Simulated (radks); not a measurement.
Results of a calculation; reference values are marked as such.
Coulomb parameter of the 3d shell of the nickel ion Ni3+ in the model configuration [Ar] 3d5 4p2, as a second difference U = [E(n + 1) + E(n - 1) - 2 E(n)] / (1)^2 with all orbitals relaxed. "Bare": the charge of the atom changes with n. "Screened": the 4p shell takes up the change at fixed total charge, which measures U(3d,3d) + U(4p,4p) - 2 U(3d,4p). Level of theory: scalar-relativistic Kohn-Sham, PBE, spin-unpolarised, spherical densities, finite nucleus; Fermi nuclear charge, rms radius 3.7757 fm (a radial shooting solver on a logarithmic mesh with Libxc functionals).

case,configuration,E - E(n) (eV)
start,[Ar] 3d5 4p2,0.000
bare +1,[Ar] 3d6 4p2,-55.367
bare -1,[Ar] 3d4 4p2,77.489
screened +1,[Ar] 3d6 4p1,-31.314
screened -1,[Ar] 3d4 4p3,38.681

U(bare) = 22.121 eV, U(screened by 4p) = 7.367 eV, against the Slater integral F0(3d,3d) = 30.824 eV with frozen orbitals.
